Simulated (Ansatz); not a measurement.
Basis-set extrapolation for F$_{2}$H$_{5}$NSi$_{2}$, SMILES `N[Si](F)(F)[SiH3]` (PBE0-D4/def2-TZVP geometry, frozen core, Ansatz 0.2.0). Multiplicity 1, RHF reference.

```tsv
	def2-TZVPP	def2-QZVPP
HF	-834.421564	-834.452746
MP2 correlation	-0.953229	-1.037122
CCSD(T) correlation	-1.021454	not run
```

Energies in hartree. Use E(X) = E(∞) + A·exp(−7.88·√X) for Hartree–Fock and E(X) = E(∞) + B·X^(−2.97) for correlation, with X = 3 and 4, and add CCSD(T) minus MP2 of the smaller set to the MP2 limit.

Question: What is the CCSD(T) energy at the basis-set limit?

Answer: HF limit: -834.452746 + (-0.031182) × 0.13774 = -834.45704. MP2 limit: -1.037122 + (-0.083893) × 0.74074 = -1.09926. Higher-order term: -1.021454 − (-0.953229) = -0.06823. Total: -835.62453 hartree, 476.6 kJ/mol below CCSD(T)/def2-TZVPP.
